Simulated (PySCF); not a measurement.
A side-by-side comparison of computed properties.

First species: C₅H₄O₂S.
SMILES: `O=C(O)C1=CC=CS1`

Second species: C5H4O2S.
Bonds: O1–C2 (double), C2–O3, C2–C4, C4–C5 (aromatic), C5–C6 (aromatic), C6–S7 (aromatic), S7–C8 (aromatic), C4–C8 (aromatic). Hydrogens: H9 on O3; H10 on C5; H11 on C6; H12 on C8.

Levels: CAM-B3LYP/def2-SVPD for dipole moment, HOMO energy, LUMO energy, HOMO–LUMO gap, static isotropic polarisability and electronic spatial extent ⟨r²⟩ about the centre of nuclear charge; TDDFT CAM-B3LYP/def2-SVPD for lowest singlet excitation; TDA CAM-B3LYP/def2-SVPD for lowest triplet excitation (Tamm–Dancoff); GFN2-xTB for rotational constant A and rotational constant C. Geometries: GFN2-xTB. All species are isolated and taken at one optimised geometry, non-relativistic unless stated; the electronic structure was computed with PySCF and density fitting.

Dipoles, sizes and rotational constants follow the conformer. The torsions of the flexible species, by atom-mapped SMILES:
- `[O:1]=[C:2]([OH:3])[c:4]1[cH:5][cH:6][cH:7][s:8]1`: O1–C2–C4–C5 0°, H–O3–C2–O1 0°
- `[O:1]=[C:2]([OH:3])[c:4]1[cH:5][cH:6][s:7][cH:8]1`: O1–C2–C4–C5 0°, H–O3–C2–O1 0°

(1) Which has the higher LUMO energy?

(2) Which has the higher T1 energy?

(3) Which of the two has the higher ⟨r²⟩, and by how much?

(4) Which has the higher rotational constant C?

(5) Which has the higher S1 energy?

(6) Which of the two has the higher rotational constant A, and by how much?

(7) Which of the two has the higher HOMO–LUMO gap, and by how much?

(8) Which of the two has the higher static isotropic polarisability, and by how much?

## Answers

(1) The second: -0.36 eV against -0.72 eV, a difference of 0.36 eV.

(2) The second: 3.67 eV against 3.33 eV, a difference of 0.34 eV.

(3) The second: 1137 bohr² against 1044 bohr², a difference of 93 bohr².

(4) The first: 1.047 GHz against 0.935 GHz, a difference of 0.112 GHz.

(5) The second: 5.33 eV against 5.08 eV, a difference of 0.25 eV.

(6) The second: 4.516 GHz against 3.763 GHz, a difference of 0.753 GHz.

(7) The second: 8.33 eV against 7.92 eV, a difference of 0.41 eV.

(8) The first: 82.3 au against 81.7 au, a difference of 0.6 au.

On the first: The principal polarisabilities are 50.0, 89.5 and 107.4 au; their mean is the isotropic value. The polarisability is 12.19 Å³ as a volume (1 au = 0.148185 Å³), or 1.25 au for each of the 66 electrons.

On the second: No computed singlet falls in the visible range (750 to 380 nm, 1.65 to 3.26 eV); S1 lies 2.07 eV above its blue end. S1 lies 3.00 eV below the HOMO–LUMO gap; its leading configuration is HOMO−2→LUMO, weight 0.81.
